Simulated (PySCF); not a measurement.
Choosing a molecule for a target property.

All species are isolated and taken at one optimised geometry, non-relativistic unless stated. Electronic properties by PySCF.

Dipoles, sizes and rotational constants follow the conformer. The torsions of the flexible species, by atom-mapped SMILES:
- `[O:1]=[CH:2][O:3][CH2:4][C:5]#[N+:6][GaH3-:7]`: O1–C2–O3–C4 0°, C2–O3–C4–C5 180°
- `[CH3:1][CH2:2][Si@H:3]([O:4][SiH3:5])[SiH2:6][C:7]#[N:8]`: C1–C2–Si3–O4 66°, C2–Si3–O4–Si5 -37°, C2–Si3–Si6–C7 -44°
- `[SiH3:1][O:2][c:3]1[cH:4][n:5][cH:6][n:7]1[SiH3:8]`: Si1–O2–C3–C4 -1°
- `[CH3:1][CH2:2][O:3][Si@H:4]([C:5]#[N:6])[SiH2:7][SiH3:8]`: C1–C2–O3–Si4 176°, C2–O3–Si4–C5 -57°, O3–Si4–Si7–Si8 37°

Problem. Wanted: electronic spatial extent ⟨r²⟩ about the centre of nuclear charge above 2097 bohr² (CAM-B3LYP/def2-SVPD) and HOMO energy below -9 eV (CAM-B3LYP/def2-SVPD), at PBE0-D3(BJ)/def2-SVP geometries. Which candidate meets both?
A. `[SiH3]Oc1cncn1[SiH3]`
B. `[SiH3][SiH2][Si@H](OCC)C#N`
C. `CC[Si@H](O[SiH3])[SiH2]C#N`
D. `C(OCC#[N+][GaH3-])=O`

Solution. C. Computed values:
| species | electronic spatial extent ⟨r²⟩ about the centre of nuclear charge | HOMO energy |
| --- | --- | --- |
| [SiH3]Oc1cncn1[SiH3] | 1535 bohr² | -7.50 eV |
| [SiH3][SiH2][Si@H](OCC)C#N | 2091 bohr² | -9.48 eV |
| CC[Si@H](O[SiH3])[SiH2]C#N | 2102 bohr² | -9.32 eV |
| C(OCC#[N+][GaH3-])=O | 2481 bohr² | -8.86 eV |

Problem. Wanted: static isotropic polarisability between 90 au and 125 au (CAM-B3LYP/def2-SVPD) and HOMO–LUMO gap below 9 eV (CAM-B3LYP/def2-SVPD), at PBE0-D3(BJ)/def2-SVP geometries. Which candidate meets both?
A. `CC[Si@H](O[SiH3])[SiH2]C#N`
B. `[SiH3]Oc1cncn1[SiH3]`
C. `C(OCC#[N+][GaH3-])=O`
D. `[SiH3][SiH2][Si@H](OCC)C#N`

Solution. B. Computed values:
| species | static isotropic polarisability | HOMO–LUMO gap |
| --- | --- | --- |
| C(OCC#[N+][GaH3-])=O | 85.7 au | 8.55 eV |
| [SiH3]Oc1cncn1[SiH3] | 102.3 au | 8.15 eV |
| CC[Si@H](O[SiH3])[SiH2]C#N | 121.6 au | 9.50 eV |
| [SiH3][SiH2][Si@H](OCC)C#N | 129.0 au | 9.39 eV |
